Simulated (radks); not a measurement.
The numbers below are computed, except where a source is named.
All-electron atom: Tb3+ in [Xe] 4f8.

Level of theory: scalar-relativistic Kohn-Sham, PBE, spin-polarised, spherical densities, finite nucleus; open shells are filled with parallel spins first (spin-orbit coupling, left out, can overturn this in heavy ions); Fermi nuclear charge, rms radius 5.06 fm (a radial shooting solver on a logarithmic mesh with Libxc functionals).

Energy parts (hartree):
total: -11706.6974
kinetic: 12598.1154
electron-nucleus: -28536.5431
Hartree: 4486.8882
exchange-correlation: -255.1580

Orbitals (lengths in bohr, moments of r in powers of bohr; r(90%) holds 90 % of the orbital's charge):
orbital,occ.,eigenvalue (hartree),<r^4>,<1/r>,<r>,r(90%)
1s up,1,-1906.667,1.063e-06,73.09,0.02151,0.0389
1s down,1,-1906.667,1.063e-06,73.09,0.02151,0.0389
2s up,1,-317.0490,0.0001682,16.97,0.09151,0.142
2s down,1,-317.0473,0.0001682,16.97,0.09150,0.142
2p up,3,-281.8776,0.0001262,15.80,0.08089,0.132
2p down,3,-281.8764,0.0001261,15.80,0.08089,0.132
3s up,1,-71.28816,0.006476,6.234,0.2395,0.351
3s down,1,-71.20112,0.006454,6.240,0.2393,0.351
3p up,3,-60.43883,0.006802,5.852,0.2382,0.356
3p down,3,-60.35215,0.006775,5.858,0.2380,0.356
3d up,5,-46.28639,0.005409,5.552,0.2167,0.337
3d down,5,-46.22011,0.005377,5.557,0.2164,0.337
4s up,1,-15.14580,0.1585,2.630,0.5410,0.777
4s down,1,-14.94832,0.1587,2.629,0.5410,0.777
4p up,3,-11.56886,0.2080,2.416,0.5728,0.833
4p down,3,-11.37328,0.2086,2.414,0.5730,0.833
4d up,5,-6.65643,0.3258,2.131,0.6214,0.933
4d down,5,-6.46332,0.3299,2.128,0.6224,0.935
4f up,7,-1.32347,1.878,1.588,0.8170,1.39
4f down,1,-1.15099,2.453,1.552,0.8506,1.47
5s up,1,-2.84993,5.136,1.027,1.291,1.85
5s down,1,-2.75255,5.450,1.009,1.310,1.88
5p up,3,-1.96764,9.579,0.8750,1.492,2.17
5p down,3,-1.89623,10.33,0.8559,1.519,2.21
5d up,0,-0.92413,43.07,0.6038,2.115,3.19
5d down,0,-0.89240,47.87,0.5849,2.173,3.27
6s up,0,-0.84489,149.7,0.4192,3.047,4.31
6s down,0,-0.82906,158.2,0.4137,3.088,4.36

The highest occupied level is 4f down at -31.320 eV. The spin density at the nucleus is 1.39 e/bohr^3 (1s 0.01, 2s -0.94, 3s -15.78, 4s 2.81, 5s 15.29). Summed over all electrons, <r^2> = 34.66 bohr^2, which gives a Langevin (diamagnetic) susceptibility term of -27.4 x 10^-6 cm^3/mol. The electron density at the nucleus is 7.203e+05 e/bohr^3 (large components only). The density falls to 0.001 e/bohr^3 at r = 3.22 bohr.
